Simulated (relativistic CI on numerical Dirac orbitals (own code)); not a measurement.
Computed by Dirac-Coulomb-Breit CI, KLI orbitals optimised for each configuration, model QED (radiative potential, 1s self-energy scaled to tabulated hydrogen-like ionisation energies), valence Slater integrals scaled by 0.85, P86 correlation energy added to each configuration (own radial code, finite nucleus).

Configurations in the expansion (outside the closed core [Ar]): 3d4, 3d3 4s, 3d3 4p, 3d2 4s2, 3d2 4s 4p, 3d3 5s, 3d3 4d, 3d3 5p, 3d3 4f, 3d3 6s, 3d3 5d, 3d3 6p, 3d3 5f, 3d3 5g, 3d2 4p2, 3d3 6d, 3d2 4s 5s, 3d3 6f. Levels of other configurations are missing.

For a near-neutral ion this model can misplace configurations by up to about 10,000 cm⁻¹ (more where the count of f electrons changes) and terms by 10 to 25 % of their spread. Rates follow the energies as ν³ (E1, M1) or ν⁵ (E2), so they and the lifetimes can be off by large factors. The fine structure of a lone outer electron comes out too small, for d and f at times inverted, and misplaced configurations move strength between like terms. 32 of the 33 excited levels that our extract of the measured tables holds in this range could be paired (the sources list more); they are missed by 2222 cm⁻¹ on average and 3418 at most, and levels without a partner can miss by more.

Outline of the computed level scheme of V II. Lowest level of each configuration: 3d4 5D_0 at 0.0000 eV; 3d3 4s 5F_1 at 0.1183 eV.

Rates of lines that live on the mixing of spin multiplicities can be off by large factors.
